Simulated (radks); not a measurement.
Question: The zirconium ion Zr+, configuration [Kr] 4d2 5d1 (not the ground configuration). Calculated with a radial shooting solver on a logarithmic mesh with Libxc functionals: Dirac Kohn-Sham, LDA (Slater exchange, Perdew-Wang correlation), spin-unpolarised, spherical densities, finite nucleus; open shells are shared between the two j in proportion to 2j + 1; Fermi nuclear charge, rms radius 4.2694 fm. Some entries of the table are withheld. Estimate them.

| orbital | occ. | eigenvalue (hartree) | <1/r> (bohr^-1) | r(max) (bohr) |
|---|---|---|---|---|
| 1s1/2 | 2 | -654.1736 | 41.21 | 0.02417 |
| 2s1/2 | 2 | -90.96429 | 9.329 | 0.1373 |
| 2p1/2 | 2 | -83.36497 | 9.310 | 0.1070 |
| 2p3/2 | 4 | -80.21525 | 8.908 | 0.1106 |
| 3s1/2 | 2 | (1) | 3.156 | 0.4089 |
| 3p1/2 | 2 | -12.36372 | 3.054 | 0.3964 |
| 3p3/2 | 4 | -11.86150 | 2.957 | 0.4056 |
| 3d3/2 | 4 | (2) | 2.755 | 0.3451 |
| 3d5/2 | 6 | (3) | 2.730 | 0.3478 |
| 4s1/2 | 2 | -2.37071 | 1.124 | 1.076 |
| 4p1/2 | 2 | (4) | 1.002 | (5) |
| 4p3/2 | 4 | (6) | 0.9747 | (7) |
| 4d3/2 | 0.8 | -0.48368 | 0.6523 | (8) |
| 4d5/2 | 1.2 | -0.47807 | 0.6464 | (9) |
| 5s1/2 | 0 | -0.44947 | 0.3953 | 2.881 |
| 5p1/2 | 0 | -0.30426 | 0.3188 | 3.489 |
| 5p3/2 | 0 | -0.29712 | 0.3118 | 3.569 |
| 5d3/2 | 0.4 | -0.14019 | 0.1933 | 6.100 |
| 5d5/2 | 0.6 | -0.13960 | 0.1927 | 6.127 |
| 4f5/2 | 0 | -0.08132 | 0.1403 | 7.348 |
| 4f7/2 | 0 | -0.08132 | 0.1403 | 7.348 |
| 6d3/2 | 0 | -0.05719 | 0.1090 | 12.61 |
| 6d5/2 | 0 | -0.05694 | 0.1086 | 12.65 |

Answer: 
(1) 3s1/2 eigenvalue (hartree): -15.19461
(2) 3d3/2 eigenvalue (hartree): -6.84922
(3) 3d5/2 eigenvalue (hartree): -6.75739
(4) 4p1/2 eigenvalue (hartree): -1.60673
(5) 4p1/2 r(max) (bohr): 1.160
(6) 4p3/2 eigenvalue (hartree): -1.54018
(7) 4p3/2 r(max) (bohr): 1.186
(8) 4d3/2 r(max) (bohr): 1.569
(9) 4d5/2 r(max) (bohr): 1.582
